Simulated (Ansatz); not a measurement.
Cost and result up the ladder for HgF₂ (3 atoms). Charge 0, multiplicity 1. Geometry: PBE0-D4/def2-TZVP.

```
atom   x (Å)   y (Å)   z (Å)
 Hg1   0.000   0.000   0.000
  F2  -1.373   1.314   0.254
  F3   1.373  -1.314  -0.254
```

Ansatz on 4 threads of Intel Xeon Platinum 8488C on a shared host. Times are rough, and most runs start from the orbitals of an earlier one. ωB97X-V/def2-TZVP serves as the yardstick here, not as an exact answer. Differences are given only for rows in sets of like size (and for xTB, whose basis is part of the method), since another set adds its own error. Binding counts from free atoms at the same level (Hg singlet, F doublet; other spins of the atoms weren't run), without zero-point energy or a counterpoise term.

In the def2 sets Hg takes a core potential; there is no spin–orbit coupling. Correlated methods freeze 2 core orbitals; core or outer-core shells of Hg are correlated, in sets that lack core-valence functions.

Correlated methods converge slowly with the basis.

| level | functions | wall time | binding energy per atom (eV) | difference from ωB97X-V/def2-TZVP (eV) |
| --- | --- | --- | --- | --- |
| PBE-D4/def2-SVP | 60 | 0.25 s | 1.92 | – |
| PBE0-D4/def2-SVP | 60 | 0.35 s | 1.69 | – |
| PBE-D4/def2-TZVP | 105 | 0.4 s | 1.96 | 0.08 |
| revPBE-D4/def2-TZVP | 105 | 0.4 s | 1.82 | -0.06 |
| PBE-D4/def2-TZVPD | 126 | 0.45 s | 1.98 | 0.10 |
| PBE0-D4/def2-TZVP | 105 | 0.45 s | 1.76 | -0.12 |
| PBE0-D4/def2-TZVPD | 126 | 0.55 s | 1.78 | -0.10 |
| r2SCAN-D4/def2-TZVP | 105 | 0.7 s | 1.86 | -0.02 |
| r2SCANh-D4/def2-TZVP | 105 | 0.75 s | 1.78 | -0.10 |
| PBE-QIDH/def2-TZVP | 105 | 0.8 s | 1.70 | -0.18 |
| RPA@PBE/def2-TZVP | 105 | 0.8 s | 1.46 | -0.42 |
| ωB97X-V/def2-TZVP | 105 | 1.1 s | 1.88 | 0.00 |
| CCSD(T)/def2-TZVPP | 121 | 2.8 s | 1.67 | -0.21 |
| CCSD(T)/def2-TZVPD | 126 | 3 s | 1.75 | -0.12 |
